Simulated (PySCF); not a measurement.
How the method changes the constants of CaSe

State: ¹Σ⁺ (singlet), closed shell. Set-up: basis Ca def2-TZVPP, Se def2-TZVPP; no relativity; PySCF 2.14. De refers to Ca + Se in their high-spin ground configurations, without counterpoise correction. A positive dipole means Ca(−)Se(+).

```json
{"Level": "RHF", "Re (Å)": "2.492", "ωe (cm⁻¹)": "363", "De (eV)": "1.20", "μ (D)": "-12.95", "CPU s a point (SCF and correlation, without the integrals)": "0.52"}
{"Level": "RHF-MP2", "Re (Å)": "2.488", "ωe (cm⁻¹)": "339", "De (eV)": "2.70", "μ (D)": "n/a", "CPU s a point (SCF and correlation, without the integrals)": "0.95"}
{"Level": "RHF-SCS-MP2", "Re (Å)": "2.497", "ωe (cm⁻¹)": "335", "De (eV)": "2.51", "μ (D)": "n/a", "CPU s a point (SCF and correlation, without the integrals)": "n/a"}
{"Level": "RHF-CCSD", "Re (Å)": "2.493", "ωe (cm⁻¹)": "344", "De (eV)": "2.27", "μ (D)": "n/a", "CPU s a point (SCF and correlation, without the integrals)": "n/a"}
{"Level": "RHF-CCSD(T)", "Re (Å)": "2.506", "ωe (cm⁻¹)": "331", "De (eV)": "2.50", "μ (D)": "n/a", "CPU s a point (SCF and correlation, without the integrals)": "33"}
{"Level": "PBE", "Re (Å)": "2.445", "ωe (cm⁻¹)": "357", "De (eV)": "3.59", "μ (D)": "-9.36", "CPU s a point (SCF and correlation, without the integrals)": "3.4"}
{"Level": "PBEsol", "Re (Å)": "2.425", "ωe (cm⁻¹)": "366", "De (eV)": "3.87", "μ (D)": "-9.46", "CPU s a point (SCF and correlation, without the integrals)": "3.2"}
{"Level": "r²SCAN", "Re (Å)": "2.438", "ωe (cm⁻¹)": "370", "De (eV)": "3.69", "μ (D)": "-10.34", "CPU s a point (SCF and correlation, without the integrals)": "4.4"}
{"Level": "r²SCANh", "Re (Å)": "2.436", "ωe (cm⁻¹)": "372", "De (eV)": "3.52", "μ (D)": "-10.64", "CPU s a point (SCF and correlation, without the integrals)": "3.9"}
{"Level": "PBE0", "Re (Å)": "2.435", "ωe (cm⁻¹)": "370", "De (eV)": "3.25", "μ (D)": "-10.46", "CPU s a point (SCF and correlation, without the integrals)": "4.6"}
{"Level": "r²SCAN0", "Re (Å)": "2.434", "ωe (cm⁻¹)": "376", "De (eV)": "3.29", "μ (D)": "-11.06", "CPU s a point (SCF and correlation, without the integrals)": "3.8"}
{"Level": "BHandHLYP", "Re (Å)": "2.451", "ωe (cm⁻¹)": "367", "De (eV)": "2.68", "μ (D)": "-11.05", "CPU s a point (SCF and correlation, without the integrals)": "2.2"}
{"Level": "ωB97X", "Re (Å)": "2.430", "ωe (cm⁻¹)": "383", "De (eV)": "3.04", "μ (D)": "-11.77", "CPU s a point (SCF and correlation, without the integrals)": "4.3"}
```

Question: Which functional lies closest to RHF-CCSD(T) in De, which farthest, and by how much do they differ from it?

Answer: Closest is BHandHLYP (-5.5 pm in Re, +10.9 % in ωe, +0.18 eV in De against RHF-CCSD(T) in the same basis), farthest PBEsol (-8.1 pm in Re, +10.6 % in ωe, +1.37 eV in De). CCSD(T) converges more slowly with the basis than the functionals do and binds too weakly in this one, so the order can change at the basis-set limit.

Question: What does the step from GGA to meta-GGA do here, going from PBE to r²SCAN?

Answer: r²SCAN less PBE: -0.7 pm in Re, +3.6 % in ωe, +0.10 eV in De. 

Question: What does a quarter of exact exchange do here, going from r²SCAN to r²SCAN0?

Answer: r²SCAN0 less r²SCAN: -0.4 pm in Re, +1.6 % in ωe, -0.40 eV in De. Exact exchange removes part of the self-interaction that spreads semilocal densities, and in most molecules shortens and stiffens the bond and lowers De; so it does here.

Correlated steps freeze 14 core orbitals. Where the molecule has an RHF reference, its open-shell atoms are computed with UHF. The CCSD T1 diagnostic is raised, a sign that a single reference may not be enough here.

The whole job (state search and all levels along the bond) took about 13 min on 1 thread of Arm Neoverse N1 (shared host), peak memory 1.7 GiB.
